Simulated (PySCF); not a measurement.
C₃H₂FNS, SMILES c1scnc1F.

The structure is a stationary point at r2SCAN-D4/def2-SVP.

Two levels are set side by side: PBE/def2-TZVP (PySCF) and M06-2X/def2-TZVP (PySCF). Same geometry, gas phase. Differences are taken from unrounded values.

```csv
quantity,M06-2X
orbital gap (eV),8.09
highest occupied level (eV),-8.41
lowest empty level (eV),-0.32
dipole moment (D),2.66
mean polarisability (bohr³),54.4
```

**Question.** What does PBE give, and how far is it from M06-2X? (The exact figures need the calculation; the answer reports its results.)

**Answer.** 
| quantity | PBE | PBE minus M06-2X |
|---|---|---|
| orbital gap (eV) | 4.10 | -3.99 |
| highest occupied level (eV) | -6.17 | 2.24 |
| lowest empty level (eV) | -2.07 | -1.75 |
| dipole moment (D) | 2.33 | -0.32 |
| mean polarisability (bohr³) | 56.0 | 1.6 |

PBE's occupied levels lie high since its potential decays too fast outside the molecule; exact exchange lowers them and widens the gap. Differences between two approximate levels are no errors against the true value.

Rough cost on one machine, each run with all the roots and properties that it gave: M06-2X against PBE about 3 times.
